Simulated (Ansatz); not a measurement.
Species, as SMILES: B=[N] (BH-N), doublet.
Atoms: B1, N2, H3. Bonds: B1-N2, B1-H3.

Basis-set convergence of the optimised B1-H3 bond length at PBE with Ansatz (a program for electronic structure). Cartesian d functions, on some or all atoms, in 6-31G*, 6-31+G*; all else is spherical. Open shells are unrestricted. No added dispersion term, no relativity. Reference: the value in aug-pcseg-3, 1.1789 Å. Deviations are taken from unrounded values.

```json
[
 {"basis": "6-31G*", "functions": "32", "optimised B1-H3 bond length (Å)": "1.1854"},
 {"basis": "6-31+G*", "functions": "40", "optimised B1-H3 bond length (Å)": "1.1852"},
 {"basis": "cc-pVDZ", "functions": "33", "optimised B1-H3 bond length (Å)": "1.1915"},
 {"basis": "aug-cc-pVDZ", "functions": "55", "optimised B1-H3 bond length (Å)": "1.1860"},
 {"basis": "def2-SVP", "functions": "33", "optimised B1-H3 bond length (Å)": "1.1948"},
 {"basis": "def2-SVPD", "functions": "48", "optimised B1-H3 bond length (Å)": "1.1903"},
 {"basis": "pcseg-1", "functions": "33", "optimised B1-H3 bond length (Å)": "1.1889"},
 {"basis": "aug-pcseg-1", "functions": "55", "optimised B1-H3 bond length (Å)": "1.1882"},
 {"basis": "6-311G**", "functions": "42", "optimised B1-H3 bond length (Å)": "1.1789"},
 {"basis": "6-311+G**", "functions": "50", "optimised B1-H3 bond length (Å)": "1.1791"},
 {"basis": "def2-TZVP", "functions": "68", "optimised B1-H3 bond length (Å)": "1.1802"},
 {"basis": "def2-TZVPD", "functions": "83", "optimised B1-H3 bond length (Å)": "1.1803"},
 {"basis": "cc-pVTZ", "functions": "74", "optimised B1-H3 bond length (Å)": "1.1791"},
 {"basis": "aug-cc-pVTZ", "functions": "115", "optimised B1-H3 bond length (Å)": "1.1792"},
 {"basis": "pcseg-2", "functions": "74", "optimised B1-H3 bond length (Å)": "1.1796"},
 {"basis": "aug-pcseg-2", "functions": "115", "optimised B1-H3 bond length (Å)": "1.1794"},
 {"basis": "def2-TZVPP", "functions": "76", "optimised B1-H3 bond length (Å)": "1.1797"},
 {"basis": "def2-TZVPPD", "functions": "91", "optimised B1-H3 bond length (Å)": "1.1797"},
 {"basis": "cc-pVQZ", "functions": "140", "optimised B1-H3 bond length (Å)": "1.1789"},
 {"basis": "aug-cc-pVQZ", "functions": "206", "optimised B1-H3 bond length (Å)": "1.1790"},
 {"basis": "def2-QZVPP", "functions": "144", "optimised B1-H3 bond length (Å)": "1.1791"},
 {"basis": "def2-QZVPPD", "functions": "159", "optimised B1-H3 bond length (Å)": "1.1790"},
 {"basis": "pcseg-3", "functions": "153", "optimised B1-H3 bond length (Å)": "1.1789"},
 {"basis": "aug-pcseg-3", "functions": "219", "optimised B1-H3 bond length (Å)": "1.1789"}
]
```

What the diffuse functions change, pair by pair:
- 6-31G* to 6-31+G*: 8 more functions, deviation 0.0065 to 0.0062 Å
- cc-pVDZ to aug-cc-pVDZ: 22 more functions, deviation 0.0125 to 0.0070 Å
- def2-SVP to def2-SVPD: 15 more functions, deviation 0.0158 to 0.0114 Å
- pcseg-1 to aug-pcseg-1: 22 more functions, deviation 0.0100 to 0.0093 Å
- 6-311G** to 6-311+G**: 8 more functions, deviation -0.0001 to 0.0002 Å
- def2-TZVP to def2-TZVPD: 15 more functions, deviation 0.0012 to 0.0014 Å
- cc-pVTZ to aug-cc-pVTZ: 41 more functions, deviation 0.0002 to 0.0003 Å
- pcseg-2 to aug-pcseg-2: 41 more functions, deviation 0.0007 to 0.0005 Å
- def2-TZVPP to def2-TZVPPD: 15 more functions, deviation 0.0008 to 0.0007 Å
- cc-pVQZ to aug-cc-pVQZ: 66 more functions, deviation -0.0001 to 0.0000 Å
- def2-QZVPP to def2-QZVPPD: 15 more functions, deviation 0.0001 to 0.0001 Å
- pcseg-3 to aug-pcseg-3: 66 more functions, deviation 0.0000 to 0.0000 Å

Leaving out the reference's own pair, they bring the value nearer the reference by more than 0.0001 Å in 5 of 11 pairs.
